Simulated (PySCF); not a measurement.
C2H5InO2, SMILES C=[CH][In]([OH])[OH].

The structure is a stationary point at PBE0-D3(BJ)/def2-SVP. The structure was generated by enumeration; whether it is a known compound was not checked. The def2 effective core potentials stand for the cores of In; spin–orbit coupling is left out. The values are those of a single conformer.

These are PBE0-D3(BJ)/def2-SVP (PySCF) values and carry that method's errors.

Frequencies are harmonic and unscaled.

**Question.** Give all harmonic wavenumbers and intensities. (Estimate from the structure and the level; the computed values follow.)

**Answer.** 
```csv
mode,ν (cm⁻¹),IR (km/mol),moving atoms (share of kinetic energy)
1,49,3.2,"C 40 %, H 34 %, O 20 %"
2,71,4.1,"O 43 %, C 27 %, H 16 %, In 14 %"
3,137,23.7,"O 77 %, H 12 %, In 10 %"
4,138,8.7,"O 36 %, In 26 %, H 22 %, C 15 %"
5,256,108.5,"H 91 %, O 9 %"
6,264,9.8,"C 66 %, H 20 %, In 11 %"
7,329,106.3,"H 91 %, O 9 %"
8,458,21.2,"H 68 %, C 31 %"
9,512,9.2,"C 67 %, H 21 %"
10,601,79.6,"O 83 %, In 14 %"
11,617,83.5,"O 83 %, In 14 %"
12,772,71.2,H 94 %
13,819,80.1,H 92 %
14,991,31.1,"H 72 %, C 28 %"
15,992,9.9,"H 87 %, C 13 %"
16,1042,14.1,H 94 %
17,1243,15.8,"H 73 %, C 27 %"
18,1415,9.8,"H 84 %, C 16 %"
19,1671,3.3,"C 85 %, H 15 %"
20,3129,14.0,H 95 %
21,3180,3.2,"H 91 %, C 9 %"
22,3222,5.2,"H 89 %, C 11 %"
23,3890,62.1,H 94 %
24,3902,33.9,H 94 %
```
